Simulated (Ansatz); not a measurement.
`O[CH2][In]([F])[F]` + H₂ → `[F][InH][F]` + CH₃OH at 700 K and 1 bar (hydrogenolysis of the In–C bond).

Gas-phase electronic energies from Ansatz, PBE0-D4/def2-TZVP geometries. CBS: MP2 limit from def2 TZ/QZ plus the TZ coupled-cluster correction, frozen cores. This one scheme is used for every species. Elements past krypton have def2 core potentials. For In outer-core shells are correlated without core-valence functions, which leaves a few kJ/mol of doubt a bond. One conformer a species, not always the lowest.

| species | CCSD(T)/CBS energy (Eh) | H − E (kJ/mol) | S (J/(mol·K)) |
| --- | --- | --- | --- |
| `O[CH2][In]([F])[F]` | -504.47084 | 189.2 | 469.8 |
| H₂ | -1.17544 | 46.8 | 155.3 |
| `[F][InH][F]` | -390.04654 | 66.6 | 350.4 |
| CH₃OH | -115.61712 | 170.8 | 288.5 |

H − E and S are ideal-gas, rigid-rotor, harmonic terms from PBE0-D4/def2-TZVP, for one conformer and one mirror image of each species. The MP2-based limit puts H₂ 0.8 mEh under its directly extrapolated value; such offsets cancel only in part. 1 Eh = 2625.50 kJ/mol, R = 8.31446 J/(mol·K).

Question: By hand: ΔE, ΔH, ΔS and ΔG.

Answer: ΔE = (-390.04654) + (-115.61712) − (-504.47084) − (-1.17544) = -0.01738 Eh = -45.6 kJ/mol. Δ(H − E) = 66.6 + 170.8 − 189.2 − 46.8 = 1.4, so ΔH = -44.2 kJ/mol. ΔS = 350.4 + 288.5 − 469.8 − 155.3 = 13.8 J/(mol·K). ΔG = -44.2 − 700 × (13.8)/1000 = -53.9 kJ/mol.

Question: By hand: the equilibrium constant, and the temperature at which ΔG would vanish if ΔH and ΔS stayed fixed.

Answer: log₁₀ K = −ΔG/(RT ln 10) = 4.0. ΔH and −TΔS have one sign here, so there is no such temperature.

The number of gas molecules stays the same, so ΔS is small and ΔH decides. A doubt of 5 kJ/mol in ΔE shifts log₁₀ K by 0.4 here. Other conformers and mirror images would add mixing entropy, several J/(mol·K) or more a flexible species. Modes under 60 cm⁻¹, often nearly free rotors, make the harmonic entropy too high. These are equilibria of isolated gas molecules and say nothing of rates. Largest T1 diagnostic: 0.017 (customary marks: 0.02 for closed shells, 0.045 for open ones).
